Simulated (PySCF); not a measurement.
InO, SMILES [O]=[In], multiplicity 2. Geometry optimised at PBE0-D3(BJ)/def2-TZVP. The def2 effective core potentials stand for the cores of In; spin–orbit coupling is left out.

Computed equilibrium geometry at PBE0-D3(BJ)/def2-TZVP (PySCF confirms it by a frequency run) as bond lengths and angles, and its point group:
point group C∞v.
Atoms: In1 O2. Bond lengths (Å): In1–O2 1.924.
Charge 0, spin multiplicity 2.
